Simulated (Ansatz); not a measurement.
A nudged elastic band was laid between two geometries of Cl3H3Si2 + H2O (11 atoms, charge 0, multiplicity 1).

Level of theory: Ansatz, RKS PBE/def2-SVP.

- movable images: 9
- climbing image: yes
- spring: 5.0 eV/Å²
- optimiser: quadratic models (default)
- start path: through a guess of the saddle point
- force threshold: 0.03 eV/Å
- iteration limit: 60
- end points: relaxed

Image 0:

```xyz
11
Properties=species:S:1:pos:R:3
Si -0.029 0.367 0.001
Si 0.026 0.172 2.345
H -1.037 -0.786 2.804
H 1.387 -0.210 2.842
H -0.322 1.536 2.889
Cl 1.848 0.324 -0.871
Cl -0.937 2.158 -0.542
Cl -1.193 -1.142 -0.887
O 0.845 -2.378 1.185
H 0.080 -2.626 0.626
H 0.718 -2.897 2.001
```

Image 10:

```xyz
11
Properties=species:S:1:pos:R:3
Si -0.070 -0.726 -0.932
Si 0.534 0.014 3.367
H -0.528 -0.980 2.985
H 1.203 -0.448 4.631
H -0.101 1.356 3.602
Cl 1.910 -0.317 -1.252
Cl -1.007 0.902 -0.069
Cl -1.003 -1.099 -2.731
O -0.117 -2.040 0.070
H -0.987 -2.258 0.451
H 1.552 0.116 2.268
```

Question: Which bonds break or form, and what moves?

Answer: Bonds broken: Si1–Si2, O9–H11. Bonds formed: Si1–O9, Si2–H11. Cl3H3Si2 + H2O becomes Cl3HOSi + H4Si.

Question: Give the energies along the band, and the barrier.

Answer: The forces met the threshold. The highest image is number 4 of 0 to 10, 156.9 kJ/mol above the first end and 229.3 kJ/mol above the last; the last end lies 72.4 kJ/mol below the first. Beside the main top the profile has a ripple of under 15 meV (maxima at images 1, 4), which may be a very shallow well or noise. A structure lower than the first end lies on the path between it and the top, so the climb from that side starts below the end, which may itself be a saddle point or a shallow side well. A structure lower than the last end lies on the path between it and the top, so the climb from that side starts below the end, which may itself be a saddle point or a shallow side well. Neighbouring images differ by up to 2.3 eV, so the band resolves the path poorly. A vibrational analysis at the climbing image gives one clearly imaginary mode, 1032i cm⁻¹: a first-order saddle point. The orbitals stay closed-shell, which can raise the energy where a bond breaks towards radicals; this wasn't checked here.

```json
{"image": "0", "path coordinate (Å)": "0.00", "energy (kJ/mol)": "0.0", "Si1–Si2 (Å)": "2.35", "O9–H11 (Å)": "0.98", "Si1–O9 (Å)": "3.11"}
{"image": "1", "path coordinate (Å)": "1.53", "energy (kJ/mol)": "0.5", "Si1–Si2 (Å)": "2.35", "O9–H11 (Å)": "0.98", "Si1–O9 (Å)": "3.47"}
{"image": "2", "path coordinate (Å)": "3.06", "energy (kJ/mol)": "-1.1", "Si1–Si2 (Å)": "2.35", "O9–H11 (Å)": "0.98", "Si1–O9 (Å)": "3.46"}
{"image": "3", "path coordinate (Å)": "4.59", "energy (kJ/mol)": "52.4", "Si1–Si2 (Å)": "2.37", "O9–H11 (Å)": "0.98", "Si1–O9 (Å)": "2.65"}
{"image": "4", "path coordinate (Å)": "6.11", "energy (kJ/mol)": "156.9", "Si1–Si2 (Å)": "2.71", "O9–H11 (Å)": "1.16", "Si1–O9 (Å)": "1.84"}
{"image": "5", "path coordinate (Å)": "8.04", "energy (kJ/mol)": "-66.7", "Si1–Si2 (Å)": "4.03", "O9–H11 (Å)": "2.46", "Si1–O9 (Å)": "1.65"}
{"image": "6", "path coordinate (Å)": "9.96", "energy (kJ/mol)": "-72.3", "Si1–Si2 (Å)": "4.49", "O9–H11 (Å)": "3.02", "Si1–O9 (Å)": "1.65"}
{"image": "7", "path coordinate (Å)": "11.88", "energy (kJ/mol)": "-72.8", "Si1–Si2 (Å)": "4.74", "O9–H11 (Å)": "2.89", "Si1–O9 (Å)": "1.65"}
{"image": "8", "path coordinate (Å)": "13.80", "energy (kJ/mol)": "-73.0", "Si1–Si2 (Å)": "4.63", "O9–H11 (Å)": "2.97", "Si1–O9 (Å)": "1.65"}
{"image": "9", "path coordinate (Å)": "15.73", "energy (kJ/mol)": "-74.5", "Si1–Si2 (Å)": "4.54", "O9–H11 (Å)": "3.80", "Si1–O9 (Å)": "1.65"}
{"image": "10", "path coordinate (Å)": "17.65", "energy (kJ/mol)": "-72.4", "Si1–Si2 (Å)": "4.40", "O9–H11 (Å)": "3.50", "Si1–O9 (Å)": "1.65"}
```

Question: What is the geometry of the highest image?

Answer: 
```xyz
11
Properties=species:S:1:pos:R:3
Si 0.154 -0.399 -0.011
Si 0.267 0.093 2.649
H -0.889 -0.223 3.576
H 1.552 -0.249 3.362
H 0.238 1.575 2.408
Cl 1.974 0.618 -0.132
Cl -1.634 0.694 0.001
Cl 0.046 -1.145 -1.993
O 0.129 -2.112 0.656
H -0.427 -2.814 0.236
H -0.024 -1.519 1.639
```

The band took 55 iterations and of the order of 50 core-minutes.

The run took 13 min on 4 threads of Arm Neoverse V1, with other jobs on the host, peak memory 0.2 GiB.
